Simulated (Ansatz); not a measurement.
Consider the ligand exchange at a B–C bond: `BCC=N` + `CB(N)N` → `BNB(C)N` + `CC=N`.

Isolated molecules relaxed with PBE0-D4/def2-TZVP in Ansatz; ΔE leaves out vibrations. CCSD(T)/CBS adds triple-zeta CCSD(T) − MP2 to the extrapolated MP2 energy (def2 sets, frozen cores). DFT in def2-TZVPP. HSE06 is defined as in plane-wave codes. Each species was taken in one conformer, which may not be the lowest.

```tsv
level	ΔE (kcal/mol)	difference from CCSD(T)/CBS
PBE-D4	-30.8	0.3
revPBE-D4	-30.6	0.5
r2SCAN-D4	-30.8	0.3
B97M-V	-31.1	0.0
PBE0-D4	-30.6	0.5
PBE	-30.5	0.6
revPBE	-29.9	1.2
HSE06	-30.4	0.7
LC-ωPBE	-29.9	1.2
RPA@PBE/def2-TZVPP	-32.1	-1.0
CCSD(T)/def2-SVP	-35.7	-4.6
HF/def2-TZVPP	-30.5	0.6
MP2/def2-TZVPP	-31.5	-0.4
SCS-MP2/def2-TZVPP	-31.5	-0.4
HF/def2-QZVPP	-30.5	0.6
SCS-MP2/def2-QZVPP	-31.2	-0.1
CCSD(T)/CBS	-31.1	0
```

Largest T1 diagnostic among the species: 0.012.

At CCSD(T), def2-SVP lies −4.6 kcal/mol from the extrapolated value and def2-TZVPP −0.6 kcal/mol. Leaving LDA and LC-ωPBE aside and taking each functional with its dispersion term where it has one, the values, not all of them listed here, spread over 1.2 kcal/mol, from BLYP-D4 to ωB97X-V. LDA lies −1.1 kcal/mol from PBE without D4. In def2-TZVPP, CCSD(T) changes the Hartree–Fock value by −1.2 kcal/mol (the triples alone add −0.4 kcal/mol) and MP2 by −0.9 kcal/mol.
